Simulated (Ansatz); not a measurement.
Molecule: sum formula ZnOH, charge 0, multiplicity 2. The spin state was set by rule; other spins were not relaxed. 
Geometry from a B3LYP-D3(BJ)/def2-TZVP (Ansatz, a quantum-chemistry and plane-wave program) optimisation:
```
O
H 1 0.9650
Zn 1 1.8444 2 112.91
```
Charge 0, spin multiplicity 2.

Wanted: atomisation energy (electronic, to ground-state atoms), in kcal/mol. Valence correlation only, unless marked. Open shells are spin-unrestricted. No spin-orbit coupling. The frozen core is the preceding noble-gas configuration, with the filled d and f shells of earlier blocks. Non-relativistic. The coupled-cluster limit lacks core correlation, which all-electron functionals hold. CBS(X,Y): correlation extrapolated as X^-3; Hartree-Fock from the larger set.

```csv
level,program,atomisation energy (kcal/mol)
BLYP/def2-TZVPD,Ansatz,___
B3LYP-D3(BJ)/def2-TZVPD,Ansatz + dftd3,148.3
B3LYP-D4/def2-TZVPD,Ansatz + dftd4,148.5
PBE0-D3(BJ)/def2-TZVPD,Ansatz + dftd3,___
"CCSD(T)/CBS(def2-TZVPP,def2-QZVPP)",Ansatz,153.2
```

Task: Some entries are withheld; supply them.

Result: 
- BLYP/def2-TZVPD, atomisation energy (kcal/mol): 149.2
- PBE0-D3(BJ)/def2-TZVPD, atomisation energy (kcal/mol): 149.7
